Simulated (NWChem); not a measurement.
C₂H₄CuN; SMILES C[N+]#[C-]->[CuH]

```xyz
8

Cu     0.0004    -1.3810     0.0000
H      0.0077    -2.9145     0.0027
C      0.0033     3.0505     0.0003
N     -0.0037     1.6447    -0.0001
C     -0.0047     0.4782    -0.0006
H      0.7570     3.4211    -0.7096
H      0.2445     3.4242     1.0060
H     -0.9849     3.4315    -0.2956
```
Atoms are numbered in this order, from 1.

All runs: NWChem. Structure relaxed at the PBE0/def2-SVP level.

For level B3LYP/def2-SVP:

- highest occupied level (eV) = -5.59

Q: How do the values read with level B97-2/def2-SVP instead?

A: 
| Property | Result |
|---|---|
| highest occupied level (eV) | -5.47 |
